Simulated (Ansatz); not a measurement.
The pair A = HF (SMILES F) (first 2 atoms), B = HI (SMILES I); geometry from B3LYP-D3(BJ)/def2-TZVP.
(charge 0, multiplicity 1):
```xyz
4

F      0.552     0.619    -0.261
H      0.283    -0.213    -0.565
I     -0.138     0.210     3.420
H      0.273     0.731     1.944
```

Cores are frozen in the correlated methods. Filled d and f shells under p-block atoms count as core.

Programs: Ansatz (a first-principles code) with Gaussian orbitals.  In def2 rows elements past Kr take small-core potentials, without spin–orbit coupling.

Total energies (hartree), monomers frozen at their geometry in the pair:

```json
[
 {"structure": "AB", "MP2/def2-TZVPPD": "-397.7353402", "MP2/def2-QZVPPD": "-397.7837585", "CCSD(T)/def2-SVPD": "-397.5347525"},
 {"structure": "A in the pair's basis", "MP2/def2-TZVPPD": "-100.3396045", "MP2/def2-QZVPPD": "-100.3677785", "CCSD(T)/def2-SVPD": "-100.1663700"},
 {"structure": "B in the pair's basis", "MP2/def2-TZVPPD": "-297.3936129", "MP2/def2-QZVPPD": "-297.4135903", "CCSD(T)/def2-SVPD": "-297.3665527"},
 {"structure": "A", "MP2/def2-TZVPPD": "-100.3393555", "MP2/def2-QZVPPD": "-100.3676516", "CCSD(T)/def2-SVPD": "-100.1655513"},
 {"structure": "B", "MP2/def2-TZVPPD": "-297.3933444", "MP2/def2-QZVPPD": "-297.4135251", "CCSD(T)/def2-SVPD": "-297.3658197"}
]
```

Problem. Work out the interaction energy without and with the counterpoise correction, and the superposition error, for each level.

Solution. 
E(AB) − E(A) − E(B), times 627.509 kcal/mol, with the monomers in their own basis and then in the pair's basis:
- MP2/def2-TZVPPD: -1.66 uncorrected, -1.33 corrected; the monomers gain 0.32 kcal/mol from borrowed functions
- MP2/def2-QZVPPD: -1.62 uncorrected, -1.50 corrected; the monomers gain 0.12 kcal/mol from borrowed functions
- CCSD(T)/def2-SVPD: -2.12 uncorrected, -1.15 corrected; the monomers gain 0.97 kcal/mol from borrowed functions
